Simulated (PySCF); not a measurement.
**Bond energies at PBE/def2-SVP beside a composite method**

PySCF, lowest determinants of a PBE0 search. The composite is CCSD(T) extrapolated to the basis-set limit from two correlation-consistent sets, with core-valence (CV) and scalar-relativistic (SR) terms as its label shows; it has no spin–orbit coupling and nothing beyond (T).

```csv
species,state (unpaired electrons),De PBE (eV),De composite (eV),composite,dissociates to
CaO,singlet (closed shell),5.06,4.09,CCSD(T)/CBS(DT)+CV,Ca + O
SbF,triplet (π ↑↑),4.28,4.12,CCSD(T)/CBS(DT),Sb + F
GaI,singlet (closed shell),3.92,3.71,CCSD(T)/CBS(DT),Ga + I
NaSr,doublet (σ ↑),0.31,0.19,CCSD(T)/CBS(DT),Na + Sr
AlH,singlet (closed shell),3.00,3.19,CCSD(T)/CBS(TQ)+CV+SR,Al + H
GaF,singlet (closed shell),6.32,6.13,CCSD(T)/CBS(DT)+CV,Ga + F
PbI,doublet (π ↑),3.13,2.88,CCSD(T)/CBS(DT),Pb + I
SiN,doublet (σ ↑),5.03,4.66,CCSD(T)/CBS(TQ)+CV+SR,Si + N
```

Q: Does PBE bind more or less than the composite, by how much on average, and where is the difference largest?

A: PBE/def2-SVP binds more on average, method and basis taken together: the mean signed difference is +0.26 eV and the mean absolute one 0.31 eV; it is largest for CaO (+0.97 eV).

The molecules are drawn from runs that passed checks on state, spin purity and fit, so the hardest cases are missing and the errors look smaller than over all diatomics.

Correlated steps freeze the inner cores (5 to 15 orbitals); shallow outer-core shells are correlated. Weak bonds: NaSr. Basis-set superposition, not corrected here, can be much of De in a small basis, most of all at correlated wavefunction levels. Functionals without a dispersion term scatter widely for such bonds, and LDA overbinds them. These are scalar-relativistic numbers at best; spin–orbit coupling would shift them, the dissociation energy most. Where the molecule has an RHF reference, its open-shell atoms are computed with UHF. The CCSD T1 diagnostic is raised in CaO, SiN, a sign that a single reference may not be enough there. States were picked by a PBE0 search and need not be the measured ground states.
